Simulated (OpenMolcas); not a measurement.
A run on Ir4+ among 8 point charges of -1.2 e arranged as a cube (Oh), 2.02 Å from the ion.
```
   1.1662    1.1662    1.1662  -1.20
   1.1662    1.1662   -1.1662  -1.20
   1.1662   -1.1662    1.1662  -1.20
   1.1662   -1.1662   -1.1662  -1.20
  -1.1662    1.1662    1.1662  -1.20
  -1.1662    1.1662   -1.1662  -1.20
  -1.1662   -1.1662    1.1662  -1.20
  -1.1662   -1.1662   -1.1662  -1.20
```

* Program: OpenMolcas 26.06
* Method: CASSCF
* Basis: ANO-RCC-VDZP [7s6p4d2f]
* Scalar Hamiltonian: DKH2, point nucleus
* Active space: 5 electrons in 5 orbitals (5d)
* State averaging: 2S+1 = 6 even, 1 root; 2S+1 = 4 even, 24 roots; 2S+1 = 2 even, 75 roots
* Spin-orbit coupling: RASSI with atomic mean-field integrals over the reference wave functions

59 basis functions. Blocks (2S+1, parity, CSFs, roots kept): 6, even, 1, 1; 4, even, 24, 24; 2, even, 75, 75.

Question: How long do the RASSCF and RASSI steps take on 1 thread of Arm Neoverse V1, with other jobs on the host?

Answer: About 25 s of wall time, without the integral step.
